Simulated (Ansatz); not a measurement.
Consider the substitution at a C–Sb bond: `[CH3][Sb]([CH3])[SiH3]` + `CB(O)O` → `COB(C)O` + `[CH3][SbH][SiH3]`.

Calculated with Ansatz (gas phase, PBE0-D4/def2-TZVP geometries, no zero-point term in ΔE). CBS: MP2 limit from def2 TZ/QZ plus the TZ coupled-cluster correction, frozen cores. This one scheme is used for every species. Functionals use def2-TZVPP. def2 core potentials past Kr. For Sb outer-core shells are correlated without core-valence functions, which leaves a few kJ/mol of doubt a bond. One conformer a species, not always the lowest.

`[CH3][Sb]([CH3])[SiH3]`:

```xyz
13

C    -1.888   -0.031   -0.286
Sb   -0.279    1.133    0.579
C     0.512   -0.493    1.772
Si    1.313    0.658   -1.382
H    -1.524   -1.001   -0.623
H    -2.660   -0.172    0.470
H    -2.316    0.511   -1.130
H     0.578   -1.407    1.182
H     1.501   -0.224    2.143
H    -0.151   -0.655    2.622
H     1.321   -0.797   -1.707
H     0.889    1.407   -2.597
H     2.703    1.070   -1.043
```

`CB(O)O`:

Z-matrix (Å, degrees):
```
C
B 1 1.566
H 1 1.091 2 111.9
H 1 1.096 2 109.3 3 118.3
H 1 1.091 2 112.0 3 -123.3
O 2 1.370 1 118.5 3 -29.5
O 2 1.370 1 118.5 3 151.5
H 6 0.960 2 115.6 1 -178.2
H 7 0.960 2 115.6 1 178.2
```

`COB(C)O`:

Z-matrix (Å, degrees):
```
C
O 1 1.408
H 1 1.090 2 107.9
H 1 1.094 2 111.3 3 -119.0
H 1 1.094 2 111.8 3 119.4
B 2 1.368 1 121.9 3 -171.4
O 6 1.364 2 116.5 1 -179.3
C 6 1.569 2 123.9 1 0.9
H 7 0.962 6 111.4 2 -0.0
H 8 1.090 6 111.5 2 -176.8
H 8 1.095 6 111.0 2 62.7
H 8 1.094 6 111.6 2 -55.5
```

`[CH3][SbH][SiH3]`:

Z-matrix (Å, degrees):
```
C
Sb 1 2.169
H 1 1.090 2 108.5
H 1 1.088 2 111.2 3 120.8
H 1 1.090 2 108.6 3 -118.3
Si 2 2.571 1 93.8 3 -74.8
H 2 1.712 1 94.3 3 -165.7
H 6 1.489 2 111.8 1 -44.0
H 6 1.487 2 110.3 1 -165.4
H 6 1.489 2 109.1 1 75.7
```

CCSD(T)/CBS gives +16.2 kcal/mol.

Another level gave +12.9 kcal/mol. Which?
A. HF/def2-TZVPP
B. PBE0-D4/def2-TZVPP
C. B97M-V/def2-TZVPP
D. MP2/def2-TZVPP

C. B97M-V 12.9, PBE0-D4 14.2, MP2/def2-TZVPP 17.3, HF/def2-TZVPP 10.6 kcal/mol.

Largest T1 diagnostic among the species: 0.013.

From BLYP to BHLYP (50 % exact exchange), in def2-TZVPP and without D4, ΔE moves by −0.8 kcal/mol. In def2-TZVPP, CCSD(T) changes the Hartree–Fock value by +4.2 kcal/mol (the triples alone add +0.6 kcal/mol) and MP2 by +6.7 kcal/mol. At CCSD(T), def2-SVP lies −6.7 kcal/mol from the extrapolated value and def2-TZVPP −1.4 kcal/mol.
